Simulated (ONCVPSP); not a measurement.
# Reading a pseudo-wave (Rb (Z = 37))

Columns: radius, all-electron u(r) and pseudo u(r) of the 4s shell (level -32.63 eV) of rubidium in the configuration [Ar] 3d10 4s2 4p6 5s0.5 5p0.5; PBE, scalar-relativistic, ONCV scheme, ONCVPSP 4.0.1.

```tsv
r (bohr)	all-electron	pseudo
0.135	0.2893	0.1359
0.270	-0.2720	0.2691
0.405	-0.4744	0.3966
0.540	-0.2217	0.5148
0.675	0.1671	0.6200
0.810	0.5110	0.7082
0.945	0.7517	0.7760
1.080	0.8892	0.8209
1.215	0.9429	0.8416
1.350	0.9357	0.8385
1.485	0.8884	0.8130
1.620	0.8176	0.7681
1.755	0.7354	0.7082
1.890	0.6501	0.6380
2.025	0.5671	0.5632
2.160	0.4895	0.4888
2.295	0.4190	0.4190
2.430	0.3563	0.3563
2.565	0.3013	0.3012
2.700	0.2536	0.2536
2.835	0.2127	0.2127
2.970	0.1778	0.1778
3.105	0.1483	0.1483
3.240	0.1234	0.1233
3.375	0.1024	0.1024
3.510	0.0849	0.0849
```

Task: How many radial nodes do the two functions have?

Result: The all-electron 4s function has n − l − 1 = 3 (the table is too coarse to show those close to the nucleus); the pseudo-wave has 0, since the states of the same l below it are removed with the core.

Task: At about which radius was the pseudo-wave matched?

Result: 2.40 bohr, where the columns begin to agree (steps of 0.14 bohr).

Task: Where does each function peak?

Result: Outermost all-electron maximum near 1.22 bohr, pseudo maximum near 1.22 bohr (to the table’s step).

Task: Is the pseudo-wave norm-conserving?

Result: Yes: the ONCV scheme keeps the norm inside the radius equal to the all-electron one, which fixes the energy derivative of the logarithmic derivative at the level.
